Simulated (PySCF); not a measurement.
## Shifts of the heteroatoms

Atom-mapped SMILES (the numbers label the heavy atoms): `[O:1]=[C:2]([OH:3])[C:4]#[C:5][CH:6]1[CH2:7][CH2:8]1`. Hydrogens are named by the atom that carries them. Ha(C7), Ha(C8) are cis to C5 on the ring; Hb(C7), Hb(C8) are trans to C5 on the ring.

Theoretical values (PySCF): structure optimised with GFN2-xTB, σ from GIAO-PBE0/pcSseg-1. Equivalent nuclei averaged, one computed conformer, isolated molecule, relativity neglected.

What are the ¹⁷O shifts?

Answers


```json
{"atoms": "O1", "environment": "carbonyl oxygen", "σ (ppm)": "-107.1", "δ (ppm)": "364.3"}
{"atoms": "O3", "environment": "acid hydroxyl oxygen", "σ (ppm)": "120.1", "δ (ppm)": "157.3"}
```

Shieldings were converted by a linear fit to measured shifts: ¹⁷O: δ = 266.70 − 0.911σ (rms 10.7 ppm, 155 shifts, 12.2 ppm with the 3 outliers that the fit left out vs liquid water, solution or neat liquid). Occasional misses reach two or three times the rms, and more in compound classes unlike the fitted ones.

On a 600 MHz spectrometer ¹⁷O resonates near 81.3 MHz, so 1 ppm is 81.3 Hz.

In solution the two oxygens of a carboxylic acid exchange roles by proton transfer and give one 17O line. Hydrogen bonding in solution shields acid and N–H amide carbonyl oxygens by tens of ppm.
